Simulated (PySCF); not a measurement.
Chain-length series, silicon-germanium chain mercapto/mercapto (end groups after the name). Gas-phase values, no solvent. One relaxed conformer stands for each flexible species; it need not be the lowest. Strings in code marks are SMILES.

Calculation: PySCF with r2SCAN-D4/def2-TZVP // r2SCAN-D4/def2-SVP. 

```json
[
 {"species": "n = 1 (`S[SiH2][GeH2][SH]`)", "S1 oscillator strength": "0.067", "LUMO (eV)": "-1.35", "HOMO (eV)": "-6.18"},
 {"species": "n = 2 (`S[SiH2][GeH2][SiH2][GeH2][SH]`)", "S1 oscillator strength": "0.268", "LUMO (eV)": "-1.74", "HOMO (eV)": "-6.13"},
 {"species": "n = 3 (`[GeH2]([SiH2][GeH2][SH])[SiH2][GeH2][SiH2]S`)", "S1 oscillator strength": "0.037", "LUMO (eV)": "-1.50", "HOMO (eV)": "-6.16"}
]
```
